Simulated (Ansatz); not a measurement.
`FBF` + `N=C=O` → `O=C=NBF` + H–F at 500 K and 1 bar (ligand exchange at a B–F bond).

Gas-phase electronic energies from Ansatz, PBE0-D4/def2-TZVP geometries. CCSD(T)/CBS is frozen-core, at the limit of the def2 triple- and quadruple-zeta sets. Each species was taken in one conformer, which may not be the lowest.

| species | CCSD(T)/CBS energy (Eh) | H − E (kJ/mol) | S (J/(mol·K)) |
| --- | --- | --- | --- |
| `FBF` | -225.09114 | 67.7 | 269.5 |
| `N=C=O` | -168.51449 | 77.7 | 264.2 |
| `O=C=NBF` | -293.19456 | 108.6 | 341.7 |
| H–F | -100.39431 | 39.4 | 188.7 |

H − E and S are ideal-gas, rigid-rotor, harmonic terms from PBE0-D4/def2-TZVP, for one conformer and one mirror image of each species. 1 Eh = 2625.50 kJ/mol, R = 8.31446 J/(mol·K).

By hand: ΔE, ΔH, ΔS and ΔG.

ΔE = (-293.19456) + (-100.39431) − (-225.09114) − (-168.51449) = 0.01676 Eh = 44.0 kJ/mol. Δ(H − E) = 108.6 + 39.4 − 67.7 − 77.7 = 2.6, so ΔH = 46.6 kJ/mol. ΔS = 341.7 + 188.7 − 269.5 − 264.2 = -3.3 J/(mol·K). ΔG = 46.6 − 500 × (-3.3)/1000 = 48.2 kJ/mol.

By hand: the equilibrium constant, and the temperature at which ΔG would vanish if ΔH and ΔS stayed fixed.

log₁₀ K = −ΔG/(RT ln 10) = -5.0. ΔH and −TΔS have one sign here, so there is no such temperature. One of them is within its doubt of zero, so this could turn.

The number of gas molecules stays the same, so ΔS is small and ΔH decides. A doubt of 5 kJ/mol in ΔE shifts log₁₀ K by 0.5 here. Other conformers and mirror images would add mixing entropy, several J/(mol·K) or more a flexible species. These are equilibria of isolated gas molecules and say nothing of rates. Largest T1 diagnostic: 0.018 (customary marks: 0.02 for closed shells, 0.045 for open ones).
